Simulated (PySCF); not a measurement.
Breaking a bond: SnH, doublet.

Levels: UCCSD = CCSD on UHF/def2-SVP, 4 core orbitals frozen, def2 effective core potentials past Kr run with PySCF 2.14.0; UMP2 = MP2 on UHF/def2-SVP, 4 core orbitals frozen, def2 effective core potentials past Kr in PySCF; UCCSD(T) = CCSD(T) on UHF/def2-SVP, 4 core orbitals frozen, def2 effective core potentials past Kr (PySCF); UKS-TPSSh = unrestricted TPSSh/def2-SVP, def2 effective core potentials past Kr (PySCF); NEVPT2 = PySCF with SC-NEVPT2 on CASSCF(5,5)/def2-SVP, all electrons correlated, def2 effective core potentials past Kr.

Energies are in kcal/mol, each relative to the lowest point of its own curve near equilibrium.

```json
[
 {"R / Å": "1.34", "UCCSD": "46.3", "UMP2": "45.4", "UCCSD(T)": "46.3", "UKS-TPSSh": "47.9", "NEVPT2": "47.2"},
 {"R / Å": "1.43", "UCCSD": "25.2", "UMP2": "24.5", "UCCSD(T)": "25.3", "UKS-TPSSh": "26.5", "NEVPT2": "26.1"},
 {"R / Å": "1.50", "UCCSD": "14.5", "UMP2": "13.9", "UCCSD(T)": "14.5", "UKS-TPSSh": "15.5", "NEVPT2": "15.2"},
 {"R / Å": "1.62", "UCCSD": "3.9", "UMP2": "3.5", "UCCSD(T)": "4.0", "UKS-TPSSh": "4.5", "NEVPT2": "4.4"},
 {"R / Å": "1.66", "UCCSD": "2.1", "UMP2": "___", "UCCSD(T)": "2.1", "UKS-TPSSh": "2.5", "NEVPT2": "2.5"},
 {"R / Å": "1.74", "UCCSD": "0.2", "UMP2": "___", "UCCSD(T)": "0.2", "UKS-TPSSh": "0.3", "NEVPT2": "0.3"},
 {"R / Å": "1.78", "UCCSD": "0.0", "UMP2": "0.0", "UCCSD(T)": "0.0", "UKS-TPSSh": "0.0", "NEVPT2": "0.0"},
 {"R / Å": "1.83", "UCCSD": "0.3", "UMP2": "___", "UCCSD(T)": "0.3", "UKS-TPSSh": "___", "NEVPT2": "0.1"},
 {"R / Å": "1.90", "UCCSD": "1.5", "UMP2": "1.9", "UCCSD(T)": "1.5", "UKS-TPSSh": "1.3", "NEVPT2": "1.2"},
 {"R / Å": "1.94", "UCCSD": "2.6", "UMP2": "___", "UCCSD(T)": "2.5", "UKS-TPSSh": "2.3", "NEVPT2": "2.1"},
 {"R / Å": "2.05", "UCCSD": "6.4", "UMP2": "___", "UCCSD(T)": "6.3", "UKS-TPSSh": "6.0", "NEVPT2": "5.6"},
 {"R / Å": "2.18", "UCCSD": "12.1", "UMP2": "14.0", "UCCSD(T)": "11.8", "UKS-TPSSh": "11.7", "NEVPT2": "10.9"}
]
```

### Question
Some entries are withheld; supply them.

### Answer

- 1.66, UMP2: 1.8
- 1.74, UMP2: 0.1
- 1.83, UMP2: 0.5
- 1.83, UKS-TPSSh: 0.2
- 1.94, UMP2: 3.2
- 2.05, UMP2: 7.5

The scan ran from 1.34 to 7.16 Å; beyond the distances shown one of the unrestricted levels run for this scan, shown here or not, changes its spin distribution in one step.
